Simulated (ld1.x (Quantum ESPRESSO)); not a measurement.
# Reading a pseudo-wave (boron (B))

Columns: radius, all-electron u(r) and pseudo u(r) of the 2p shell (level -13.25 eV) of boron in the configuration [He] 2s2 2p0; PBEsol, scalar-relativistic, TM scheme, ld1.x (Quantum ESPRESSO) 7.5.

| r (bohr) | all-electron | pseudo |
| --- | --- | --- |
| 0.175 | 0.0860 | 0.0270 |
| 0.350 | 0.2397 | 0.1040 |
| 0.525 | 0.3884 | 0.2196 |
| 0.700 | 0.5100 | 0.3566 |
| 0.875 | 0.6012 | 0.4950 |
| 1.050 | 0.6637 | 0.6160 |
| 1.225 | 0.6985 | 0.7054 |
| 1.400 | 0.7098 | 0.7559 |
| 1.575 | 0.7022 | 0.7681 |
| 1.750 | 0.6800 | 0.7484 |
| 1.925 | 0.6475 | 0.7064 |
| 2.100 | 0.6079 | 0.6517 |
| 2.275 | 0.5642 | 0.5926 |
| 2.450 | 0.5187 | 0.5346 |
| 2.625 | 0.4731 | 0.4805 |
| 2.800 | 0.4287 | 0.4314 |
| 2.975 | 0.3863 | 0.3870 |
| 3.150 | 0.3466 | 0.3467 |
| 3.325 | 0.3098 | 0.3098 |
| 3.500 | 0.2759 | 0.2759 |
| 3.675 | 0.2450 | 0.2450 |
| 3.850 | 0.2169 | 0.2169 |
| 4.025 | 0.1915 | 0.1915 |
| 4.200 | 0.1687 | 0.1687 |
| 4.375 | 0.1482 | 0.1482 |
| 4.550 | 0.1299 | 0.1299 |

(1) How many radial nodes do the two functions have?

(2) At about which radius was the pseudo-wave matched?

(3) Is the pseudo-wave norm-conserving?

Results:

(1) The all-electron 2p function has n − l − 1 = 0; the pseudo-wave has 0.

(2) 3.50 bohr. The columns agree to 0.0005 from 3.15 bohr on; several derivatives are matched, so the curves merge somewhat inside the radius.

(3) Yes: the TM scheme keeps the norm inside the radius equal to the all-electron one, which fixes the energy derivative of the logarithmic derivative at the level.
